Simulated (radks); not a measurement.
Results of a calculation; reference values are marked as such.
Excited configurations of B IV: one electron is placed in a higher orbital outside 1s1. The ground configuration is [He]. Level of theory: Dirac Kohn-Sham, BLYP, spin-unpolarised, spherical densities, finite nucleus; open shells fill j = l - 1/2 first; Fermi nuclear charge, rms radius 2.406 fm (a radial shooting solver on a logarithmic mesh with Libxc functionals). Excitation = E - E(ground); binding = E(ion) - E, where the ion is the core of charge +4; n* = 4/sqrt(2 binding) in atomic units, and the quantum defect is n - n*.

3p1/2: excitation (eV) 240.94; binding (eV) 25.148; n* 2.942; quantum defect 0.058; eigenvalue (eV) -21.924; <r> (bohr) 3.028
5s1/2: excitation (eV) 256.52; binding (eV) 9.564; n* 4.771; quantum defect 0.229; eigenvalue (eV) -8.498; <r> (bohr) 8.709
5d3/2: excitation (eV) 256.93; binding (eV) 9.154; n* 4.877; quantum defect 0.123; eigenvalue (eV) -8.024; <r> (bohr) 8.350
5f5/2: excitation (eV) 257.15; binding (eV) 8.937; n* 4.935; quantum defect 0.065; eigenvalue (eV) -7.765; <r> (bohr) 7.742
7s1/2: excitation (eV) 261.10; binding (eV) 4.985; n* 6.609; quantum defect 0.391; eigenvalue (eV) -4.467; <r> (bohr) 16.91

The Delta-SCF ionisation energy is 266.08 eV (NIST Atomic Spectra Database: 259.37 eV, theoretical). Self-interaction in the functional shifts the binding energies and quantum defects, so they are the method's values and not measured ones. Spin polarisation and multiplet splitting are left out, so open shells lie too high by an amount that depends on their filling.

Beside tabulated values, note that spin-unpolarised runs miss the spin-polarisation part of the exchange energy of open shells.
